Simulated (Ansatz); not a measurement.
Job for Ansatz (a quantum-chemistry and plane-wave program): R-r2SCAN/def2-TZVPP on H4SiTe (SMILES [SiH3][TeH]), a point of a torsion scan. Elements past Kr take the def2 small-core potentials; no spin–orbit coupling.

Ansatz 0.2 input:
```yaml
crystal:
  periodic: [false, false, false]
  atoms:
    - {symbol: Si, position_ang: [-0.64518434, 0.03693233, 0.00853815]}
    - {symbol: Te, position_ang: [1.66396505, 0.92127719, -0.21742335]}
    - {symbol: H, position_ang: [-0.83223746, -0.55416654, 1.32457311]}
    - {symbol: H, position_ang: [-1.56982129, 1.14649402, -0.18344295]}
    - {symbol: H, position_ang: [-0.94011295, -0.97801196, -1.00006584]}
    - {symbol: H, position_ang: [2.20156709, -0.02590934, 1.01640254]}
basis:
  gaussian:
    orbitals: def2-TZVPP
hamiltonian:
  xc: {name: r2SCAN}
scf: {lower_state_search: off}
```

Question: What total energy does the run end on?

Answer: -560.0096 hartree.
